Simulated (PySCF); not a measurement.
**Calculated NMR data**

How the numbers were obtained: GFN2-xTB structure, shieldings: GIAO PBE0/pcSseg-1, in PySCF 2.14.0 with density-fitted response routines (averaged over atoms made equivalent by symmetry, fast rotation or ring inversion, no solvent, relativity neglected, a single conformation).

References, each an isolated molecule treated in the same way: ¹H (σref 31.72), ¹³C (σref 186.93) against TMS. Splittings of carbon signals by F and P are missing where no couplings were computed. Where no couplings were computed, multiplicities follow the n + 1 count of equivalent neighbours, and m marks all less simple cases (inequivalent or close neighbours, rings, F or P nearby). Shifts are as computed. Against solution values, carbons near 30 ppm lie about +3 ppm off and those near 130 ppm about +5 ppm. Of 1211 compounds with measured shifts, 218 miss one by over three times the rms of a fit or turn the order of signals round; such compounds aren't used in these exercises. OH and NH positions are gas-phase values without hydrogen bonding to other molecules.

Compound 1 (CH₁₁ClSi₄). ¹H NMR (500 MHz, computed): δ 3.65 (s, 3H), 3.65 (m, 3H), 3.56 (m, 1H), 3.39 (m, 1H), 0.66 (s, 3H). ¹³C{¹H} NMR (computed): δ 8.1 (CH3). Structure: SMILES [SiH3][SiH2][Si@@](C)([SiH3])Cl.

Compound 2 (C₇H₉N). ¹H NMR (500 MHz, computed): δ 11.06 (br s, 1H), 8.38 (s, 1H), 3.07 (m, 1H), 2.87 (m, 2H), 1.73 (m, 2H), 1.72 (m, 2H). ¹³C{¹H} NMR (computed): δ 175.0, 55.7, 38.7, 37.8, 18.3. Structure: `InChI=1S/C7H9N/c8-3-7-1-4-5(2-7)6(4)7/h3-6,8H,1-2H2/b8-3+/t4-,5+,6-,7+`.

Compound 3 (C₈H₁₂F₂). ¹H NMR (500 MHz, computed): δ 6.50 (m, 1H), 5.77 (m, 1H), 5.54 (m, 1H), 5.49 (m, 1H), 2.12 (q, 2H), 2.09 (s, 3H), 1.24 (t, 3H). ¹³C{¹H} NMR (computed): δ 158.8, 158.7, 128.9, 125.2, 119.9, 31.9, 25.4, 21.3. Structure: SMILES C(=C)(CC)/C(C)=C\C(F)F.
